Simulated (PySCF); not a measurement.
PySCF input file for Mg(Cl)(SH) (ClHMgS), SMILES [Mg]([SH])[Cl], C-PCM-PBE0/def2-SVP. Geometry optimised at PBE-D3(BJ)/def2-TZVP. The values are those of a single conformer.

```python
import numpy as np
from pyscf import gto, scf, dft
from pyscf.solvent import pcm

mol = gto.M(
    atom='''
    Mg   -0.01494768    0.03817890   -0.00000000
    Cl    0.00667248    2.22902780    0.00000000
    S    -0.07577215   -2.25148945    0.00000000
    H     1.27829435   -2.32778811    0.00000000
    ''',
    basis='def2-SVP',
    charge=0,
    spin=0,
    max_memory=1600,
    verbose=3,
)
mf = dft.RKS(mol, xc='pbe0').density_fit(auxbasis='def2-universal-jkfit')
mf.grids.level = 3
mf.conv_tol = 1e-9
mf.max_cycle = 100
mf.kernel()
res = {}
for name, eps in {'water': 78.355, 'toluene': 2.3741, 'n-hexane': 1.8819}.items():
    s = mf.PCM()
    s.with_solvent.method, s.with_solvent.eps, s.with_solvent.lebedev_order = 'C-PCM', eps, 29
    s.kernel(mf.make_rdm1())
    res[name] = (s.e_tot, eps, s.dip_moment(), s.mo_energy, s.converged)
    print(f'{name}: electrostatic solvation free energy {(s.e_tot - mf.e_tot) * 627.509474:.3f} kcal/mol')
```

Log of the run:

```
converged SCF energy = -1058.45639099794

WARN: PCM is an experimental feature. It is still in testing.
Features and APIs may be changed in the future.

converged SCF energy = -1058.48159431578
Dipole moment(X, Y, Z, Debye):  1.18438, -0.47373, -0.00000
water: electrostatic solvation free energy -15.815 kcal/mol

WARN: PCM is an experimental feature. It is still in testing.
Features and APIs may be changed in the future.

converged SCF energy = -1058.4699530069
Dipole moment(X, Y, Z, Debye):  1.00856, -0.60091,  0.00000
toluene: electrostatic solvation free energy -8.510 kcal/mol

WARN: PCM is an experimental feature. It is still in testing.
Features and APIs may be changed in the future.

converged SCF energy = -1058.46713660325
Dipole moment(X, Y, Z, Debye):  0.96773, -0.62651, -0.00000
n-hexane: electrostatic solvation free energy -6.743 kcal/mol
```

The run converged.

Cost: about 14 core-seconds (a rough figure).
